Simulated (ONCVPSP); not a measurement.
What one change does to a pseudopotential (Cs, ONCV)

```
Element                 : Cs
Generator               : ONCVPSP 4.0.1
Type                    : optimised norm-conserving Vanderbilt (ONCV)
Functional              : PBE
Relativity              : fully relativistic
Frozen core             : [Kr] 4d10
Valence charge          : 9
Reference configuration : 5s2 5p6 5d0.5 6s0.5
Partial waves           : 5s+6s: rc 3.25 bohr, ncon 3, nbas 8, qcut 4.2 1/bohr, 3 projectors, debl 3.4 Ha; 5p: rc 3.00 bohr, ncon 5, nbas 9, qcut 4.8 1/bohr, 2 projectors, debl 3.8 Ha; 5d: rc 3.95 bohr, ncon 3, nbas 6, qcut 2 1/bohr, 1 projector
Local potential         : polynomial inside 1.95 bohr (lpopt 5, dvloc0 1 Ha)
Core correction         : Teter function, fcfact 4.75, rcfact 1.7
```

Open shells are filled in proportion to 2j + 1.

Change: p: rc 2.64.

Cutoffs: the cutoffs (Ha) at which the residual kinetic energy of the hardest occupied pseudo-wave falls to 1 and 0.1 mHa per electron; they do not see the model core or the augmentation charge, which bear on the density cutoff. Errors are all-electron minus pseudo energies relative to the spin-unpolarised reference configuration.

Task: How do hardness, ghosts and transferability respond?

Result: The potential gets harder (6.3 Ha and 8.8 Ha → 8.1 Ha and 10 Ha); the errors of the 4 common tests hardly move; neither file shows a bound ghost. A smaller radius makes the pseudo-wave follow the all-electron one further in, where it bends more sharply, so more plane waves are needed.

| quantity | base | changed |
| --- | --- | --- |
| cutoff, loose | 6.3 Ha | 8.1 Ha |
| cutoff, tight | 8.8 Ha | 10 Ha |
| loose cutoff by channel | s 3.9 Ha, p 6.3 Ha, d 3.4 Ha | s 3.9 Ha, p 8.1 Ha, d 3.4 Ha |
| bound ghosts | none | none |
| GHOST(+) flags under 300 eV | d5/2 at 109.4 eV, d3/2 at 112.0 eV, s at 133.3 eV, d5/2 at 216.3 eV, d3/2 at 246.8 eV | d5/2 at 109.4 eV, d3/2 at 112.0 eV, s at 133.3 eV, d5/2 at 216.3 eV, d3/2 at 246.8 eV |
| error for 5s2 5p6 5d0 6s1, meV [ΔE -0.84 eV] | -0.2 | -0.2 |
| error for 5s2 5p6 5d0 6s0, meV [ΔE 3.02 eV] | -1.3 | -1.3 |
| error for 5s2 5p6 5d0 6s0.5, meV [ΔE 0.63 eV] | +0.2 | +0.2 |
| error for 5s2 5p6 5d1 6s0, meV [ΔE 0.83 eV] | +0.1 | +0.1 |
| s: phases at 3.30 bohr within 0.05 rad from the reference energy up to (Ha; the scan ends near 5) | 4.7 | 4.7 |
| d5/2: phases at 4.02 bohr within 0.05 rad from the reference energy up to (Ha; the scan ends near 5) | 0.4 | 0.4 |
| d3/2: phases at 4.02 bohr within 0.05 rad from the reference energy up to (Ha; the scan ends near 5) | 0.4 | 0.4 |
| rms error of d²Exc/dni dnj with the model core, mHa | 2.14 | 2.15 |
